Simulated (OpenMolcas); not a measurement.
An OpenMolcas run meant for Tl⁺ (ANO-R2, X2C; inactive shells 1s 2s 2p 3s 3p 3d 4s 4p 4d 4f 5s 5p 5d; intended active space 2 electrons in 4 orbitals (6s 6p)). One step of its input:

```
&RASSCF
FileOrb=start.orb
Symmetry=1
Spin=3
nActEl=2 0 0
Inactive=20 19
Ras2=1 3
CIRoot=3 3 1
SDav=3
CIMx=300
Iter=66 100
PrWF=0.3
OrbListing=Nothing
MaxOrb=0
Atom
Thrs=1.0e-2 5.0e-1 5.0e-1
```

The run finished. Its levels beside those of a sound run (CASSCF), in cm⁻¹ above each run's lowest level:

```csv
Level,This run,Usual run
6s² ¹S₀,0.0,0.0
6s 6p ³P°₀,46738,46795
6s 6p ³P°₁,49842,49897
6s 6p ³P°₂,56052,56103
```

Which setting is unsound, and how much does it matter here?

The convergence thresholds are far too loose, so the orbitals stop early. Against the sound run the excited levels shown move by 54 cm-1 on average and by 57 cm-1 at most.

Some high roots are left out of the spin-orbit mixing, which shifts the levels that they would mix with. Spin-orbit splittings of 6p shells tend to come out small when the coupling is added on scalar orbitals. Levels of configurations outside the active space are missing.

° marks odd parity.
